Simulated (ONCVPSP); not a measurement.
cobalt: excitation energies, all-electron against ONCV

cobalt (Co), optimised norm-conserving Vanderbilt (ONCV), made with ONCVPSP 4.0.1 (PBEsol, scalar-relativistic). Core [Ne], reference 3s2 3p6 3d7 (charge +2). Waves: 3s: rc 1.10 bohr, ncon 3, nbas 6, qcut 13.1 1/bohr, 2 projectors, debl 1.4 Ha; 3p: rc 0.80 bohr, ncon 4, nbas 8, qcut 11.4 1/bohr, 1 projector; 3d: rc 1.50 bohr, ncon 3, nbas 8, qcut 11 1/bohr, 2 projectors, debl 2.5 Ha; f scattering state at 0.02 Ha: rc 1.35 bohr, ncon 3, nbas 7, qcut 7.3 1/bohr, 1 projector. Local part: polynomial inside 0.75 bohr (lpopt 5, dvloc0 2 Ha). Core correction: polynomial model core, fcfact 0.2.

In the s channel the program set the typed energies aside and used -4.453, 0.250 Ha.

Energies are relative to the spin-unpolarised reference configuration 3s2 3p6 3d7; without spin polarisation the order of configurations can differ from experiment.

| valence configuration | charge | ΔE all-electron (eV) | error AE − PS (meV) |
| --- | --- | --- | --- |
| 3s2 3p6 3d7 4s2 | 0 | -25.744 | +11 |
| 3s2 3p6 3d6 | +3 | 35.837 | +64 |

Problem. What are ΔE and the potential's error for 3s2 3p6 3d8?

Solution. ΔE = -19.320 eV all-electron; the error (AE − PS) is +15 meV.

Problem. What are ΔE and the potential's error for 3s2 3p6 3d7 4s1?

Solution. ΔE = -16.698 eV all-electron; the error (AE − PS) is +4.3 meV.

Levels in the configuration 3s2 3p6 3d7 4s2:

```json
{"level": "3s", "all-electron (eV)": "-102.138", "pseudo (eV)": "-102.126"}
{"level": "3p", "all-electron (eV)": "-65.511", "pseudo (eV)": "-65.510"}
{"level": "3d", "all-electron (eV)": "-8.230", "pseudo (eV)": "-8.199"}
{"level": "4s", "all-electron (eV)": "-5.489", "pseudo (eV)": "-5.495"}
```
